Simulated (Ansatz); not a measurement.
Reaction (formal exchange of groups at a Zr–O bond): `C[O][Zr]([Cl])([Cl])[Cl]` + `C#C` → `C#[C][Zr]([Cl])([Cl])[Cl]` + CH₃OH

Program: Ansatz. Geometries: PBE0-D4/def2-TZVP. ΔE: electronic, gas phase. CCSD(T)/CBS is the MP2 limit (def2-TZVPP, def2-QZVPP) plus CCSD(T) − MP2 in def2-TZVPP, frozen cores. This one scheme is used for every species. DFT in def2-TZVPP. B3LYP here is the variant with VWN-RPA as its local correlation; programs differ in this. HSE06 is defined as in plane-wave codes. Elements past krypton have def2 core potentials. For Zr outer-core shells are correlated without core-valence functions, which leaves a few kJ/mol of doubt a bond. One conformer a species, not always the lowest.

```
             level  ΔE (kcal/mol)  difference from CCSD(T)/CBS
       LDA (SPW92)           32.8                          1.1
           BLYP-D4           31.7                          0.0
         r2SCAN-D4           31.3                         -0.4
            B97M-V           30.5                         -1.2
           PBE0-D4           30.8                         -0.9
          B3LYP-D4           32.1                          0.4
        r2SCANh-D4           31.4                         -0.3
        r2SCAN0-D4           31.5                         -0.2
          HSE06-D4           30.6                         -1.1
          BHLYP-D4           32.7                          1.0
      CAM-B3LYP-D4           34.4                          2.7
           ωB97M-V           32.4                          0.7
            B2PLYP           32.3                          0.6
          PBE-QIDH           31.5                         -0.2
               PBE           30.4                         -1.3
            revPBE           29.5                         -2.2
              BLYP           31.5                         -0.2
            r2SCAN           31.3                         -0.4
              PBE0           30.7                         -1.0
             B3LYP           32.0                          0.3
           r2SCANh           31.3                         -0.4
           r2SCAN0           31.4                         -0.3
             HSE06           30.5                         -1.2
             BHLYP           32.7                          1.0
         CAM-B3LYP           34.3                          2.6
           LC-ωPBE           34.8                          3.1
RPA@PBE/def2-TZVPP           29.3                         -2.4
       HF/def2-SVP           35.8                          4.1
      MP2/def2-SVP           35.8                          4.1
  CCSD(T)/def2-SVP           35.3                          3.6
    MP2/def2-TZVPP           31.6                         -0.1
SCS-MP2/def2-TZVPP           31.5                         -0.2
   CCSD/def2-TZVPP           31.8                          0.1
CCSD(T)/def2-TZVPP           31.3                         -0.4
     HF/def2-QZVPP           32.8                          1.1
    MP2/def2-QZVPP           31.9                          0.2
SCS-MP2/def2-QZVPP           31.9                          0.2
      HF/CBS(def2)           32.8                          1.1
     MP2/CBS(def2)           32.0                          0.3
    CCSD/CBS(def2)           32.2                          0.5
       CCSD(T)/CBS           31.7                            0
```

Largest T1 diagnostic among the species: 0.016.

Leaving LDA and LC-ωPBE aside and taking each functional with its dispersion term where it has one, the values, not all of them listed here, spread over 4.5 kcal/mol, from revPBE-D4 to CAM-B3LYP-D4. LDA lies +2.5 kcal/mol from PBE without D4. In def2-TZVPP, CCSD(T) changes the Hartree–Fock value by −1.3 kcal/mol (the triples alone add −0.5 kcal/mol) and MP2 by −1.0 kcal/mol.

CCSD(T)/CBS has its own doubt, a few kJ/mol and more with outer-core shells, so smaller differences from it don't rank the levels.
